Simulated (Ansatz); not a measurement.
Program: Ansatz. Geometries: PBE0-D4/def2-TZVP. ΔE: electronic, gas phase. CCSD(T)/CBS adds triple-zeta CCSD(T) − MP2 to the extrapolated MP2 energy (def2 sets, frozen cores). This one scheme is used for every species. Functionals use def2-TZVPP. Elements past krypton have def2 core potentials. For Sn outer-core shells are correlated without core-valence functions, which leaves a few kJ/mol of doubt a bond. Each species was taken in one conformer, which may not be the lowest.

`[SiH3][SnH]([Cl])[Cl]` + `C[O][AlH][NH2]` → `C[O][SnH]([Cl])[Cl]` + `[NH2][AlH][SiH3]`  (redistribution)

(1) Is it downhill or uphill in electronic energy at CCSD(T)/CBS, and by how much? (Estimate.)

(2) What do these levels give: LDA (SPW92), PBE-D4, r2SCAN-D4, B97M-V, r2SCANh-D4, CAM-B3LYP-D4, ωB97X-V, PBE, BHLYP, MP2/def2-SVP, MP2/def2-TZVPP, HF/CBS(def2)? (An estimate is asked.)

Largest T1 diagnostic among the species: 0.013.

## Answers

(1) Computed: Uphill: ΔE = +31.3 kcal/mol.

(2) Computed: LDA (SPW92) 31.0, PBE-D4 29.4, r2SCAN-D4 31.7, B97M-V 29.9, r2SCANh-D4 32.4, CAM-B3LYP-D4 33.5, ωB97X-V 31.2, PBE 29.6, BHLYP 34.9, MP2/def2-SVP 31.5, MP2/def2-TZVPP 33.3, HF/CBS(def2) 35.0 kcal/mol.

From r2SCAN to r2SCAN0 (25 % exact exchange), in def2-TZVPP and without D4, ΔE moves by +1.7 kcal/mol. In def2-TZVPP, CCSD(T) changes the Hartree–Fock value by −3.9 kcal/mol (the triples alone add −1.1 kcal/mol) and MP2 by −1.7 kcal/mol. Leaving LDA and LC-ωPBE aside and taking each functional with its dispersion term where it has one, the values, not all of them listed here, spread over 6.1 kcal/mol, from revPBE-D4 to BHLYP-D4. LDA lies +1.4 kcal/mol from PBE without D4.
